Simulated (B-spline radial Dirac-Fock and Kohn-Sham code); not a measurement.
Z = 80 (mercury), transition energy 972 keV. These are calculated numbers from an atomic code on a B-spline grid; the model is a Dirac-Hartree-Slater potential of the neutral atom with a Latter tail (no hole, which puts coefficients of high multipoles low close above an edge), finite nucleus with surface currents. Subshells that would emit electrons below 1 keV are left out.

Question: A pure transition shows α(K) = 0.0220, L1/L2 = 1.16 and L1/L3 = 7.91. What is its multipolarity?
A. E2
B. M1
C. E3
D. E1
E. E4
F. M2
G. M3
H. M4

Answer: E. For comparison, α(K), L1/L2, L1/L3 are E1 0.00204, 13.0, 18.4; E2 0.00514, 3.80, 12.9; E3 0.0111, 1.81, 10.1; M1 0.0136, 11.8, 140; M2 0.0328, 8.60, 69.5; M3 0.0620, 6.28, 22.0; M4 0.112, 4.84, 9.48.
